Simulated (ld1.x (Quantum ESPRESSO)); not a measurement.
# Which change was made? (Mg, TM)

* Element: Mg (Z = 12)
* Generator: ld1.x (Quantum ESPRESSO) 7.5
* Type: norm-conserving Troullier–Martins (Kleinman–Bylander form)
* Functional: PBEsol
* Relativity: scalar-relativistic
* Frozen core: [Ne]
* Valence charge: 2
* Reference configuration: 3s1.75 3p0.25
* Partial waves: 3s (bound): rc 2.20 bohr; 3p (bound): rc 3.85 bohr
* Local potential: the p channel
* Core correction: none

Cutoffs, loose and tight: the cutoffs (Ry, on a coarse ladder) from which the occupation-weighted sum of valence levels, in a spherical-Bessel basis at the reference potential, stays within 10 and 1 mRy of its value at 400 Ry. They do not see the model core or the augmentation charge, which bear on the density cutoff. Test errors are all-electron minus pseudo excitation energies from the reference, over the configurations 3s2 3p0; 3s1 3p0; 3s1.5 3p0; 3s1 3p1; 3s0 3p1; 3s0 3p2; variants that change the core or the reference have their own tests.

The base gives: outcome: generated; cutoff, loose: 6 Ry; cutoff, tight: 18 Ry; bound ghosts: none; largest test error (meV): +62.

**Question.** After one change the result is: outcome: generated; cutoff, loose: 8 Ry; cutoff, tight: 18 Ry; bound ghosts: none; largest test error (meV): +100. Which change was it?
A. functional LDA (PZ)
B. functional PW91
C. wave 3p (bound): rc 3.85 bohr becomes 3p (bound): rc 5.84 bohr
D. type PAW; waves now 3s (bound): rcut 1.90, rcutus 2.20 bohr; 3s channel at 0.35 Ry: rcut 1.90, rcutus 2.20 bohr; 3p (bound): rcut 3.35, rcutus 3.85 bohr; 3p channel at 3.95 Ry: rcut 3.35, rcutus 3.85 bohr; local potential all-electron potential smoothed inside 2.05 bohr (lloc = -1); core correction a·sin(br)/r model core, default radius (ld1.x builds one for every PAW set, though the input has nlcc=.false.); augmentation PSQ, inside the norm-conserving radii

**Answer.** A. The others give: wave 3p (bound): rc 3.85 bohr becomes 3p (bound): rc 5.84 bohr → outcome: generated; cutoff, loose: 6 Ry; cutoff, tight: 18 Ry; bound ghosts: none; largest test error (meV): +48 | type PAW; waves now 3s (bound): rcut 1.90, rcutus 2.20 bohr; 3s channel at 0.35 Ry: rcut 1.90, rcutus 2.20 bohr; 3p (bound): rcut 3.35, rcutus 3.85 bohr; 3p channel at 3.95 Ry: rcut 3.35, rcutus 3.85 bohr; local potential all-electron potential smoothed inside 2.05 bohr (lloc = -1); core correction a·sin(br)/r model core, default radius (ld1.x builds one for every PAW set, though the input has nlcc=.false.); augmentation PSQ, inside the norm-conserving radii → outcome: generated; cutoff, loose: 6 Ry; cutoff, tight: 8 Ry; bound ghosts: none; largest test error (meV): -10 | functional PW91 → outcome: generated; cutoff, loose: 6 Ry; cutoff, tight: 18 Ry; bound ghosts: none; largest test error (meV): +83.
